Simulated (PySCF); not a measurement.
C2H10OSi2.
Z-matrix (Å and degrees, PBE0-D3(BJ)/def2-SVP geometry), rows numbered from 1:
```
O 
Si  1  1.6712
C   2  1.8714  1  105.72
C   3  1.5341  2  112.97  1   -57.51
Si  4  1.8864  3  113.77  2   177.23
H   1  0.9611  2  117.17  3   175.33
H   2  1.5005  1  110.60  3  -119.54
H   2  1.4990  1  111.27  3   120.61
H   3  1.1046  2  107.52  1    65.05
H   3  1.1048  2  108.25  1   178.92
H   4  1.1045  3  110.61  2   -60.91
H   4  1.1036  3  110.03  2    55.50
H   5  1.4965  4  111.16  3   179.50
H   5  1.4975  4  110.20  3    59.14
H   5  1.4968  4  110.26  3   -60.01
```

The closed-shell ground state was solved at several levels (PySCF, density fitting, gas phase, non-relativistic).

| level | basis functions | HOMO (eV) | LUMO (eV) | gap (eV) | dipole (D) |
| --- | --- | --- | --- | --- | --- |
| PBE0/6-311+G(2d,p) | 211 | -7.93 | -0.21 | 7.72 | 1.50 |
| PBE0/6-31G | 73 | -7.88 | 0.62 | 8.50 | 1.87 |
| PBE0/def2-TZVPD | 290 | -7.90 | -0.19 | 7.71 | 1.42 |
| wB97X-D/pcSseg-1 | 149 | -9.80 | 2.35 | 12.15 | 1.58 |
| PBE0/6-31G* | 98 | -7.74 | 0.76 | 8.50 | 1.62 |
| PBE/def2-SVPD | 191 | -6.73 | -0.74 | 5.99 | 1.38 |

**Question.** What might PBE0/pcSseg-0 (73 basis functions) give for the same quantities?

**Answer.** HOMO -8.18 eV, LUMO 0.83 eV, gap 9.01 eV, dipole 1.75 D.

**Question.** Over all these levels, which gives the widest orbital gap and which the narrowest?

**Answer.** wB97X-D/pcSseg-1 (range-separated hybrid) has the widest, 12.15 eV, and PBE/def2-SVPD (GGA) the narrowest, 5.99 eV. Functional and basis both differ between the two, so the spread mixes both effects.

**Question.** How much does the basis alone move the frontier levels among the 5 PBE0 rows (the withheld one included)?

**Answer.** The HOMO by 0.44 eV and the LUMO by 1.04 eV. By rising basis size (HOMO, LUMO in eV): 6-31G -7.88, 0.62; pcSseg-0 -8.18, 0.83; 6-31G* -7.74, 0.76; 6-311+G(2d,p) -7.93, -0.21; def2-TZVPD -7.90, -0.19.

**Question.** How far do the dipole and the HOMO energy spread over the levels?

**Answer.** The dipole runs from 1.38 to 1.87 D (mean 1.59 D) and the HOMO from -9.80 to -6.73 eV.

One conformer stands for the species.
